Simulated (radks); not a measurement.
Values are calculated unless marked as measured or tabulated.
Problem. Neutral krypton, [Kr]. Level of theory: non-relativistic Kohn-Sham, PBE, spin-polarised, spherical densities, point nucleus (a radial shooting solver on a logarithmic mesh with Libxc functionals). Every spin shell is full or empty, so the densities are truly spherical. Functionals are evaluated on that one density, not self-consistently. Rank these exchange functionals by their error against the exact value of the orbitals, and give that value: LDA, revPBE, PW86, OPTX, G96, TPSS, revTPSS, SCAN, MS2.

Solution. Exact: -93.7540 hartree. From best to worst, with 100 (|E| - |E exact|)/|E exact| (equal figures are ties): PW86 +0.05, TPSS -0.09, revPBE -0.22, SCAN +0.27, G96 +0.34, MS2 -0.42, revTPSS -0.80, OPTX +0.89, LDA -5.51.
